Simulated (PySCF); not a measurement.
Isomers of C5H7ClO2, mass 134.013 u with the commonest isotopes. Method used: PBE0/def2-SVPD in PySCF (dipole) on a GFN2-xTB geometry, gas phase. One conformer each, none proved a minimum here; rigid rotors.

**Question.** Order these by dipole moment, largest first.
A. `[O:1]=[C:2]1[CH2:3][O:4][C@H:5]([CH2:6][Cl:7])[CH2:8]1` with O4–C5–C6–Cl7 -73°, O1–C2–C3–O4 176°, C2–C3–O4–C5 20°, C3–O4–C5–C6 94°, O4–C5–C8–C2 25°
B. `[CH3:1][O:2][C@@H:3]1[CH2:4][C@@H:5]1[C:6](=[O:7])[Cl:8]` with C1–O2–C3–C4 -82°, C4–C5–C6–O7 -13°
C. `[O:1]=[C:2]1[CH2:3][C@@H:4]([Cl:5])[CH2:6][CH2:7][O:8]1` with O1–C2–C3–C4 -132°, C2–C3–C4–Cl5 -154°, C3–C4–C6–C7 -19°, C4–C6–C7–O8 62°
D. `[CH3:1][CH2:2]/[C:3]([Cl:4])=[CH:5]\[C:6](=[O:7])[OH:8]` with C1–C2–C3–Cl4 -69°, C3–C5–C6–O7 1°, C5–C6–O8–H 180°

**Answer.** B (4.37 D), A (3.44 D), C (3.28 D), D (0.29 D).

**Question.** Order these by rotational constant B, largest first.
A. `[O:1]=[C:2]1[CH2:3][O:4][C@H:5]([CH2:6][Cl:7])[CH2:8]1` with O4–C5–C6–Cl7 -73°, O1–C2–C3–O4 176°, C2–C3–O4–C5 20°, C3–O4–C5–C6 94°, O4–C5–C8–C2 25°
B. `[CH3:1][O:2][C@@H:3]1[CH2:4][C@@H:5]1[C:6](=[O:7])[Cl:8]` with C1–O2–C3–C4 -82°, C4–C5–C6–O7 -13°
C. `[O:1]=[C:2]1[CH2:3][C@@H:4]([Cl:5])[CH2:6][CH2:7][O:8]1` with O1–C2–C3–C4 -132°, C2–C3–C4–Cl5 -154°, C3–C4–C6–C7 -19°, C4–C6–C7–O8 62°
D. `[CH3:1][CH2:2]/[C:3]([Cl:4])=[CH:5]\[C:6](=[O:7])[OH:8]` with C1–C2–C3–Cl4 -69°, C3–C5–C6–O7 1°, C5–C6–O8–H 180°

**Answer.** A (1523 MHz), C (1158 MHz), D (1057 MHz), B (959.7 MHz).

**Question.** Order these by rotational constant C, largest first.
A. `[CH3:1][CH2:2]/[C:3]([Cl:4])=[CH:5]\[C:6](=[O:7])[OH:8]` with C1–C2–C3–Cl4 -69°, C3–C5–C6–O7 1°, C5–C6–O8–H 180°
B. `[O:1]=[C:2]1[CH2:3][O:4][C@H:5]([CH2:6][Cl:7])[CH2:8]1` with O4–C5–C6–Cl7 -73°, O1–C2–C3–O4 176°, C2–C3–O4–C5 20°, C3–O4–C5–C6 94°, O4–C5–C8–C2 25°
C. `[O:1]=[C:2]1[CH2:3][C@@H:4]([Cl:5])[CH2:6][CH2:7][O:8]1` with O1–C2–C3–C4 -132°, C2–C3–C4–Cl5 -154°, C3–C4–C6–C7 -19°, C4–C6–C7–O8 62°
D. `[CH3:1][O:2][C@@H:3]1[CH2:4][C@@H:5]1[C:6](=[O:7])[Cl:8]` with C1–O2–C3–C4 -82°, C4–C5–C6–O7 -13°

**Answer.** B (1243 MHz), C (942.3 MHz), D (912.1 MHz), A (795.7 MHz).

```
                  SMILES  point group  Ia (u·Å²)  Ib (u·Å²)  Ic (u·Å²)      κ  μa (D)  μb (D)  μc (D)
       CC/C(Cl)=C\C(=O)O           C1     191.99     478.11     635.10  -0.72    0.10    0.12    0.24
      O=C1CO[C@H](CCl)C1           C1     206.36     331.78     406.53  -0.54    1.46    2.76    1.44
CO[C@@H]1C[C@@H]1C(=O)Cl           C1     144.73     526.58     554.08  -0.96    3.24    2.77    1.00
     O=C1C[C@@H](Cl)CCO1           C1     148.83     436.53     536.32  -0.82    2.41    2.21    0.19
```
